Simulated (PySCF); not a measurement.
C3H5GeNSi.
Numbering: `[N:1]#[C:2][GeH2:3][C:4]#[C:5][SiH3:6]` (hydrogens: H7, H8 on Ge3; H9, H10, H11 on Si6)

Method used: PySCF 2.14.0, PBE0-D3(BJ)/def2-SVP geometry optimisation, gas phase.

Question: List the bond lengths and angles at this level.

Answer: 
```
                    bond  length (Å)   order
                   N1≡C2       1.159  triple
                  C2–Ge3       1.926  single
                  Ge3–C4       1.890  single
                   C4≡C5       1.223  triple
                  C5–Si6       1.841  single
          Ge3–H7, Ge3–H8       1.529  single
Si6–H9, Si6–H10, Si6–H11       1.490  single
```

Bonds in one row agree within 0.01 Å and their mean is given. Orders are formal, as drawn. A selection of angles:
```
     angle  degrees
 N1–C2–Ge3    178.9
 C2–Ge3–C4    107.5
 C2–Ge3–H7    107.1
 C4–Ge3–H7    110.8
 H7–Ge3–H8    112.7
 Ge3–C4–C5    179.0
 C4–C5–Si6    179.6
 C5–Si6–H9    109.1
H9–Si6–H10    110.2
```

Ge3 (germanium bonded to 2 C and 2 H) is tetrahedral (angles from 107.1° to 112.7°). Si6 (SiH3 silicon) is tetrahedral (angles from 108.8° to 110.2°). The 6 heavy atoms lie in one plane (0.001 Å rms). The C–Ge distances run from 1.890 Å (Ge3–C4, drawn single) to 1.926 Å (C2–Ge3, drawn single), a spread of 0.036 Å.

No frequency check.
